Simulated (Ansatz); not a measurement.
Born–Oppenheimer molecular dynamics of BClH5NOSi (10 atoms, charge 0, multiplicity 1). It starts at the highest image of a converged band. Of that band: Neighbouring images differ by up to 1.2 eV, so the band resolves the path poorly. A vibrational analysis at the climbing image gives one clearly imaginary mode, 1398i cm⁻¹: a first-order saddle point.

These are results of Ansatz, RKS PBE/6-31G*, not measurements.

| Property | Result |
| --- | --- |
| ensemble | NVE (velocity Verlet) |
| time step | 0.5 fs |
| steps asked | 200 |
| starting velocities drawn for | 300 K |
| seed | 4635 |

First frame:

```xyz
10
Properties=species:S:1:pos:R:3
N -1.441 -0.794 -0.805
Si -0.071 -0.676 0.559
Cl 1.600 -1.462 -0.557
B 0.603 1.252 0.851
O 1.907 1.550 0.625
H -1.206 -0.958 -1.794
H -2.265 -0.194 -0.694
H -1.341 -1.690 0.291
H -0.091 2.150 1.269
H 2.388 0.769 0.258
```

Problem. How far do the bonds stretch over the last three quarters of this one trajectory? (Pairs bonded in most of those frames.)

Solution. 
| bond | mean (Å) | spread (Å) | shortest | longest |
| --- | --- | --- | --- | --- |
| N1–Si2 | 1.780 | 0.069 | 1.68 | 1.91 |
| N1–H6 | 1.032 | 0.023 | 0.99 | 1.08 |
| N1–H7 | 1.036 | 0.030 | 0.98 | 1.09 |
| Si2–Cl3 | 2.135 | 0.036 | 2.08 | 2.19 |
| Si2–B4 | 2.101 | 0.144 | 1.92 | 2.35 |
| Si2–H8 | 1.616 | 0.172 | 1.32 | 1.97 |
| B4–O5 | 1.371 | 0.040 | 1.30 | 1.44 |
| B4–H9 | 1.226 | 0.025 | 1.17 | 1.27 |
| O5–H10 | 0.990 | 0.011 | 0.97 | 1.01 |

Mean temperature of the second half: 1519 K. The conserved energy stayed within 0.39 meV per atom of its start (net change 0.091 meV per atom), so the integration is sound. The system heated up, since it started high on the potential surface and ran downhill. A run of 0.1 ps of so small a system gives no equilibrium averages. The orbitals stay closed-shell, which can raise the energy where a bond breaks towards radicals; this wasn't checked here.

Run time: 6.1 min on 2 threads of Arm Neoverse V1, on a shared host, peak memory 0.13 GiB.
